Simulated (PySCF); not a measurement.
Trimethylsilane, C3H10Si.
Atom-mapped SMILES: `[CH3:1][SiH:2]([CH3:3])[CH3:4]` (hydrogens: H5, H6, H7 on C1; H8 on Si2; H9, H10, H11 on C3; H12, H13, H14 on C4)

The same species was optimised twice, with GFN2-xTB and with PBE0-D3(BJ)/def2-SVP (PySCF), and the same property calculations (PySCF, gas phase) were run on both structures.

```csv
coordinate,GFN2-xTB,PBE0-D3(BJ)/def2-SVP,change
Si2–H8 (Å),1.475,1.501,+0.026
C1–Si2 (Å),1.904,1.882,-0.022
Si2–C4 (Å),1.904,1.882,-0.022
Si2–C3 (Å),1.904,1.883,-0.021
C1–H6 (Å),1.087,1.102,+0.015
C1–H7 (Å),1.086,1.101,+0.015
C1–H5 (Å),1.086,1.101,+0.015
C3–H10 (Å),1.087,1.102,+0.015
C4–H12 (Å),1.087,1.102,+0.015
C4–H13 (Å),1.086,1.101,+0.015
C3–H9 (Å),1.086,1.101,+0.015
C4–H14 (Å),1.086,1.101,+0.015
C3–H11 (Å),1.086,1.101,+0.015
Si2–C3–H10 (°),111.6,110.6,-1.0
Si2–C1–H6 (°),111.6,110.7,-0.9
Si2–C4–H12 (°),111.6,110.6,-1.0
C4–Si2–H8 (°),109.4,108.8,-0.6
C1–Si2–C4 (°),109.5,110.1,+0.6
C1–Si2–C3 (°),109.6,110.2,+0.6
C3–Si2–C4 (°),109.6,110.2,+0.6
C1–Si2–H8 (°),109.3,108.8,-0.5
```

Rotational constants: A = 5201, B = 5194, C = 3082 MHz (GFN2-xTB) against A = 5281, B = 5275, C = 3124 MHz (PBE0-D3(BJ)/def2-SVP). Point groups within 0.08 Å: C3v and C3v. Atoms that the bonding makes alike are paired by their places after alignment.

On the GFN2-xTB structure: HOMO (eV) -8.55 [PBE0/pcSseg-1]; LUMO (eV) 1.41 [PBE0/pcSseg-1]; dipole (D) 0.44 [PBE0/pcSseg-1]; GIAO shielding of C1/C3/C4 (mean) (ppm) 189.2 [PBE0/pcSseg-1]; GIAO shielding of Si2 (ppm) 369.5 [PBE0/pcSseg-1].

What do these properties become on the PBE0-D3(BJ)/def2-SVP structure?

```tsv
property	level	on GFN2-xTB	on PBE0-D3(BJ)/def2-SVP	change
HOMO (eV)	PBE0/pcSseg-1	-8.55	-8.60	-0.05
LUMO (eV)	PBE0/pcSseg-1	1.41	1.32	-0.09
dipole (D)	PBE0/pcSseg-1	0.44	0.56	+0.12
energy, GFN2-xTB geometry as zero (kcal/mol)	PBE0/pcSseg-1	0.0	-0.8	-0.8
GIAO shielding of C1/C3/C4 (mean) (ppm)	PBE0/pcSseg-1	189.2	186.5	-2.7
GIAO shielding of Si2 (ppm)	PBE0/pcSseg-1	369.5	368.9	-0.6
```

The heavy atoms differ by 0.016 Å rms after alignment. Among all bonds Si2–H8 changes most (+0.026 Å). Changes are differences of the printed values. Neither structure is proved a minimum here.
